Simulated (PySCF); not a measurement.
Electron correlation in Si (silicon, neutral)

[Ne] 3s2 3p2, high-spin 3P determinant. All numbers are calculated (PySCF 2.14, scalar relativity by spin-free X2C-1e, in jorge-DZP-DKH (7s4p1d, 24 functions)). Frozen: [Ne]; 4 electrons correlated.

MP2 pair energies summed by pair of shells (mhartree):

| pair | energy | share (%) |
| --- | --- | --- |
| 3s-3p | -26.91 | 58.8 |
| 3s-3s | -14.27 | 31.2 |
| 3p-3p | -4.60 | 10.0 |

Total MP2 correlation energy: -45.78 mhartree.

Same-spin part -7.78 and opposite-spin part -38.00 mhartree; SCS-MP2 scales them by 1/3 and 6/5 to -48.19 mhartree.

```tsv
level	correlation energy (mhartree)
CCSD	-64.65
(T)	-1.06
CCSD(T)	-65.71
```

Diagnostics: T1 = 0.0098, D1 = 0.0253, largest double amplitude 0.105.

Cost of the coupled-cluster step: 0.08 s of wall time on 1 thread of Intel(R) Xeon(R) 6975P-C (shared host), for 4 correlated electrons.

Iterations:

```
CC2 = 0
CCSD nocc = (np.int64(3), np.int64(1)), nmo = (19, 19)
frozen orbitals [[0, 1, 2, 3, 4], [0, 1, 2, 3, 4]]
max_cycle = 100
direct = 0
conv_tol = 1e-08
conv_tol_normt = 1e-06
diis_space = 8
diis_start_cycle = 0
Init t2, MP2 energy = -0.0457775258638652
Init E_corr(UCCSD) = -0.0457775258639194
cycle = 1  E_corr(UCCSD) = -0.0586042897780022  dE = -0.0128267639  norm(t1,t2) = 0.0551376
cycle = 2  E_corr(UCCSD) = -0.0624025389732714  dE = -0.0037982492  norm(t1,t2) = 0.0212267
cycle = 3  E_corr(UCCSD) = -0.0646392205960974  dE = -0.00223668162  norm(t1,t2) = 0.00974792
cycle = 4  E_corr(UCCSD) = -0.0646314877639421  dE = 7.73283216e-06  norm(t1,t2) = 0.0018784
cycle = 5  E_corr(UCCSD) = -0.0646547086721266  dE = -2.32209082e-05  norm(t1,t2) = 0.000309304
cycle = 6  E_corr(UCCSD) = -0.0646469882221505  dE = 7.72044998e-06  norm(t1,t2) = 4.26264e-05
cycle = 7  E_corr(UCCSD) = -0.0646502791419325  dE = -3.29091978e-06  norm(t1,t2) = 1.01668e-05
cycle = 8  E_corr(UCCSD) = -0.064649440144279  dE = 8.38997653e-07  norm(t1,t2) = 2.85929e-06
cycle = 9  E_corr(UCCSD) = -0.0646495021999649  dE = -6.20556859e-08  norm(t1,t2) = 3.80503e-07
cycle = 10  E_corr(UCCSD) = -0.0646495056611586  dE = -3.46119369e-09  norm(t1,t2) = 6.86495e-08
UCCSD converged
E(UCCSD) = -289.5145053259603  E_corr = -0.06464950566115862
UCCSD(T) correction = -0.0010587713903506
```
